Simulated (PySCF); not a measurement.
H3HfO3 (SMILES [OH][Hf+]([OH])[OH]), charge +1, singlet, at the geometry of the source list (the multiplicity is a formal guess) (core potentials on Hf); SVWN5/def2-SV(P) run with PySCF.

The PySCF input:
```python
from pyscf import gto, scf, dft

mol = gto.Mole()
mol.atom = '''
    Hf    0.069500   -0.093800    0.101700
    O     1.585700   -0.120800   -0.951900
    H     2.485300   -0.436400   -1.106100
    O    -0.394300   -0.929400    1.684100
    H    -1.194500   -0.911800    2.227300
    O    -1.286100    0.982500   -0.570200
    H    -1.265600    1.509800   -1.385000
'''
mol.basis = 'def2-sv(p)'
mol.ecp = {'Hf': 'def2-sv(p)'}
mol.charge = 1
mol.spin = 0
mol.verbose = 4
mol.build()

mf = dft.RKS(mol)
mf.xc = 'lda,vwn'
mf.kernel()
mf.analyze()
```

It wrote (shortened):

```
PySCF version 2.14.0

[INPUT] verbose = 4
[INPUT] num. atoms = 7
[INPUT] num. electrons = 38
[INPUT] charge = 1
[INPUT] spin (= nelec alpha-beta = 2S) = 0
[INPUT] symmetry False subgroup None
[INPUT] Mole.unit = angstrom
[INPUT] Symbol           X                Y                Z      unit          X                Y                Z       unit  Magmom
[INPUT]  1 Hf     0.069500000000  -0.093800000000   0.101700000000 AA    0.131335965657  -0.177256310484   0.192185146868 Bohr   0.0
[INPUT]  2 O      1.585700000000  -0.120800000000  -0.951900000000 AA    2.996538715723  -0.228278915847  -1.798830297973 Bohr   0.0
[INPUT]  3 H      2.485300000000  -0.436400000000  -1.106100000000 AA    4.696536337382  -0.824676480760  -2.090226066381 Bohr   0.0
[INPUT]  4 O     -0.394300000000  -0.929400000000   1.684100000000 AA   -0.745119010916  -1.756311460171   3.182487766380 Bohr   0.0
[INPUT]  5 H     -1.194500000000  -0.911800000000   2.227300000000 AA   -2.257277855793  -1.723052280378   4.208986997244 Bohr   0.0
[INPUT]  6 O     -1.286100000000   0.982500000000  -0.570200000000 AA   -2.430376768803   1.856655917385  -1.077521836227 Bohr   0.0
[INPUT]  7 H     -1.265600000000   1.509800000000  -1.385000000000 AA   -2.391637383250   2.853108502868  -2.617270682523 Bohr   0.0

nuclear repulsion = 141.605369595097
number of shells = 35
number of NR pGTOs = 134
number of NR cGTOs = 73
basis = def2-sv(p)
ecp = {'Hf': 'def2-sv(p)'}

******** <class 'pyscf.dft.rks.RKS'> ********
method = RKS
initial guess = minao
damping factor = 0
level_shift factor = 0
DIIS = <class 'pyscf.scf.diis.CDIIS'>
diis_start_cycle = 1
diis_space = 8
diis_damp = 0
SCF conv_tol = 1e-09
SCF conv_tol_grad = None
SCF max_cycles = 50
direct_scf = True
direct_scf_tol = 1e-13
XC library pyscf.dft.libxc version 7.1.2
    S. Lehtola, C. Steigemann, M. J. T. Oliveira, and M. A. L. Marques,  SoftwareX 7, 1–5 (2018)
XC functionals = lda,vwn
    P. A. M. Dirac,  Math. Proc. Cambridge Philos. Soc. 26, 376 (1930)
    F. Bloch,  Z. Phys. 57, 545 (1929)
    S. H. Vosko, L. Wilk, and M. Nusair,  Can. J. Phys. 58, 1200 (1980)
radial grids:
    Treutler-Ahlrichs [JCP 102, 346 (1995); DOI:10.1063/1.469408] (M4) radial grids

becke partition: Becke, JCP 88, 2547 (1988); DOI:10.1063/1.454033
pruning grids: <function nwchem_prune>
grids dens level: 3
symmetrized grids: False
atomic radii adjust function: <function treutler_atomic_radii_adjust>
small_rho_cutoff = 0
Set gradient conv threshold to 3.16228e-05
Initial guess from minao.
tot grids = 95464
init E= -261.255217388498
  HOMO = -0.617257616919142  LUMO = -0.406573577647745  gap/eV = 5.73300
cycle= 1 E= -273.129695164445  delta_E= -11.9  |g|= 1.29  |ddm|=  7.8
  HOMO = -0.296587962983398  LUMO = -0.286256625251972  gap/eV = 0.28113
cycle= 2 E= -271.794628755652  delta_E= 1.34  |g|= 2.85  |ddm|= 2.86
  HOMO = -0.486285920457104  LUMO = -0.285056856650353  gap/eV = 5.47572
cycle= 3 E= -273.358663116962  delta_E= -1.56  |g|= 0.566  |ddm|= 2.24
  HOMO = -0.495244383710168  LUMO = -0.355928254804187  gap/eV = 3.79098
cycle= 4 E= -273.446411036595  delta_E= -0.0877  |g|= 0.118  |ddm|= 0.706
  HOMO = -0.490605021466621  LUMO = -0.350041263581605  gap/eV = 3.82493
cycle= 5 E= -273.445518968586  delta_E= 0.000892  |g|= 0.138  |ddm|= 0.152
  HOMO = -0.487953371681399  LUMO = -0.347202941239441  gap/eV = 3.83001
cycle= 6 E= -273.449348378821  delta_E= -0.00383  |g|= 0.0133  |ddm|= 0.101
  HOMO = -0.489741921199914  LUMO = -0.347480085059974  gap/eV = 3.87114
cycle= 7 E= -273.449388155999  delta_E= -3.98e-05  |g|= 0.00296  |ddm|= 0.0127
  HOMO = -0.489972219757118  LUMO = -0.347524533377985  gap/eV = 3.87620
cycle= 8 E= -273.449389702584  delta_E= -1.55e-06  |g|= 0.00133  |ddm|= 0.00255
  HOMO = -0.4898983316756  LUMO = -0.347509798428586  gap/eV = 3.87459
cycle= 9 E= -273.449390062476  delta_E= -3.6e-07  |g|= 0.0003  |ddm|= 0.00105
  HOMO = -0.489913693942012  LUMO = -0.347503941946304  gap/eV = 3.87517
cycle= 10 E= -273.449390079657  delta_E= -1.72e-08  |g|= 7.12e-05  |ddm|= 0.00023
  HOMO = -0.489917975505231  LUMO = -0.347503335403051  gap/eV = 3.87530
cycle= 11 E= -273.449390080845  delta_E= -1.19e-09  |g|= 7.71e-06  |ddm|= 6.37e-05
  HOMO = -0.489917769222612  LUMO = -0.347503724641932  gap/eV = 3.87528
cycle= 12 E= -273.449390080856  delta_E= -1.19e-11  |g|= 6.7e-07  |ddm|= 6.47e-06
  HOMO = -0.489917725072087  LUMO = -0.347503797536842  gap/eV = 3.87528
Extra cycle  E= -273.449390080864  delta_E= -7.84e-12  |g|= 1.58e-06  |ddm|= 1.65e-06
converged SCF energy = -273.449390080864
**** SCF Summaries ****
Total Energy =                        -273.449390080864305
Nuclear Repulsion Energy =             141.605369595096676
One-electron Energy =                 -665.663685811297000
Two-electron Energy =                  250.608926135335992
Two-electron Coulomb Energy =          281.524608144630349
DFT Exchange-Correlation Energy =      -30.915682009294358
HOMO-LUMO gap [eV] =                     3.875280356785870
**** MO energy ****
MO #1   energy= -18.8170160476119  occ= 2
MO #2   energy= -18.8128279118727  occ= 2
MO #3   energy= -18.8051918137348  occ= 2
MO #4   energy= -2.57134100744524  occ= 2
MO #5   energy= -1.48100236776726  occ= 2
MO #6   energy= -1.47741966539006  occ= 2
MO #7   energy= -1.47086084958455  occ= 2
MO #8   energy= -1.08424504274393  occ= 2
MO #9   energy= -1.06434340192707  occ= 2
MO #10  energy= -1.05115553543471  occ= 2
MO #11  energy= -0.676378945106787 occ= 2
MO #12  energy= -0.65588164999186  occ= 2
MO #13  energy= -0.640702024763925 occ= 2
MO #14  energy= -0.527376569627666 occ= 2
MO #15  energy= -0.521682965325307 occ= 2
MO #16  energy= -0.509598645248246 occ= 2
MO #17  energy= -0.503483863537946 occ= 2
MO #18  energy= -0.4930169101752   occ= 2
MO #19  energy= -0.489917725072087 occ= 2
MO #20  energy= -0.347503797536842 occ= 0
MO #21  energy= -0.261057303912036 occ= 0
MO #22  energy= -0.242272218374737 occ= 0
MO #23  energy= -0.189504118556694 occ= 0
MO #24  energy= -0.181913623627374 occ= 0
MO #25  energy= -0.15937900361351  occ= 0
MO #26  energy= -0.155573780569461 occ= 0
MO #27  energy= -0.146913940703048 occ= 0

WARN: System has nonzero charge 1; the dipole moment is origin-dependent.
Location of origin: [0. 0. 0.]

Dipole moment(X, Y, Z, Debye):  0.86766, -0.14918, -0.27042
```
